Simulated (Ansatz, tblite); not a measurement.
Forces on Sn(NH2)2 (SnN2H4) at its PBE0-D4/def2-TZVP geometry. The state is a singlet with charge 0.

In the def2 sets Sn takes a core potential; there is no spin–orbit coupling. The xTB rows come from tblite.

GFN1-xTB (tblite), largest force 1.35 eV/Å:

```xyz
7
positions Å, forces eV/Å
Sn   -0.986    0.975    0.129   -0.954    0.942    0.124
N    -0.545   -0.684    1.193    0.336   -0.727    0.351
H    -1.064   -0.959    2.011    0.223   -0.045   -0.209
H     0.209   -1.326    1.006   -0.264    0.061    0.209
N     0.515    0.705   -1.194    0.687   -0.261   -0.466
H     0.689    1.340   -1.956    0.065   -0.253    0.159
H     1.182   -0.051   -1.189   -0.092    0.282   -0.168
```

GFN2-xTB (tblite), largest force 0.49 eV/Å:

```
Sn -0.351 0.346 0.045
N 0.016 0.024 -0.031
H 0.147 -0.235 0.058
H -0.096 -0.104 0.196
N -0.018 -0.017 0.039
H 0.224 -0.134 -0.113
H 0.078 0.121 -0.195
```

CAM-B3LYP-D4/def2-TZVP (Ansatz), largest force 0.04 eV/Å:

```
Sn 0.027 -0.027 -0.004
N -0.004 0.006 0.010
H 0.004 -0.004 -0.008
H -0.012 0.013 -0.001
N -0.004 0.010 0.001
H 0.002 -0.007 -0.001
H -0.013 0.009 0.003
```
